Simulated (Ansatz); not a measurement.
Ansatz (a program for electronic structure) input (CAM-B3LYP/def2-TZVPD):

Ansatz 0.2 input:
```yaml
crystal:
  periodic: [false, false, false]
  atoms:
    - {symbol: C, position_ang: [2.64716312, 1.55607376, 1.43930182]}
    - {symbol: C, position_ang: [1.66660765, 0.66912573, 1.56203636]}
    - {symbol: C, position_ang: [1.49765014, -0.55792292, 0.72019603]}
    - {symbol: B, position_ang: [0.20988110, -0.55190811, -0.19588327]}
    - {symbol: O, position_ang: [0.31124528, -1.12142297, -1.42260401]}
    - {symbol: C, position_ang: [-1.16589744, 0.10939010, 0.26481632]}
    - {symbol: C, position_ang: [-2.34270807, -0.35600074, -0.52909095]}
    - {symbol: C, position_ang: [-2.75978575, 0.17483313, -1.67658431]}
    - {symbol: H, position_ang: [2.69853390, 2.43514383, 2.06862573]}
    - {symbol: H, position_ang: [3.43570846, 1.43101305, 0.70555740]}
    - {symbol: H, position_ang: [0.90248663, 0.84387010, 2.31541539]}
    - {symbol: H, position_ang: [1.39048165, -1.43328330, 1.37916917]}
    - {symbol: H, position_ang: [2.38719637, -0.73738332, 0.11180253]}
    - {symbol: H, position_ang: [-0.52896580, -1.09576330, -1.90632105]}
    - {symbol: H, position_ang: [-1.02223654, 1.19099754, 0.14442444]}
    - {symbol: H, position_ang: [-1.32208832, -0.05214130, 1.33456620]}
    - {symbol: H, position_ang: [-2.84680651, -1.24591788, -0.16074033]}
    - {symbol: H, position_ang: [-2.30051736, 1.06690950, -2.08933222]}
    - {symbol: H, position_ang: [-3.59133794, -0.24551485, -2.22697041]}
basis:
  gaussian:
    orbitals: def2-TZVPD
hamiltonian:
  xc: {name: CAM-B3LYP}
magnetization: {spin_polarized: true, initial_magnetization: 2}
```

End of the output:

```
integrals: 0.67 GiB planned
1954 factors; their error is unknown
integrals: 0.72 GiB planned
901 factors; integrals over basis functions are off by at most 7.9e-6 eV
0.64 GiB of the device are held for the grids
3.99 GiB of device memory are held for the factors and their scratch space
mean field: 4.43 GiB planned
mean field evaluation 1: about -9104.1309 eV, gradient 5.7e1 eV
mean field evaluation 2: about -9094.2442 eV, gradient 6.7e1 eV
mean field evaluation 4: about -9118.9409 eV, gradient 8.4e0 eV
mean field evaluation 8: about -9119.7297 eV, gradient 3.3e-1 eV
mean field evaluation 16: about -9119.6858 eV, gradient 9.5e-3 eV
mean field -9119.68584533 eV, -335.1422732707 hartree, gradient 5.9e-5 eV, S^2 2.007061; 0 other end points of the search recorded, 0 dependent functions left out
reference -9119.68603701 eV, -335.1422803147 hartree; 31, 29 occupied and 367, 369 virtual orbitals, 1954 factors
Total energy: -9119.68603701 eV, -335.1422803147 hartree
```

This state (charge 0, triplet) is run at the relaxed geometry of the species with charge 0 and multiplicity 1, and is a spin state other than that species' own.
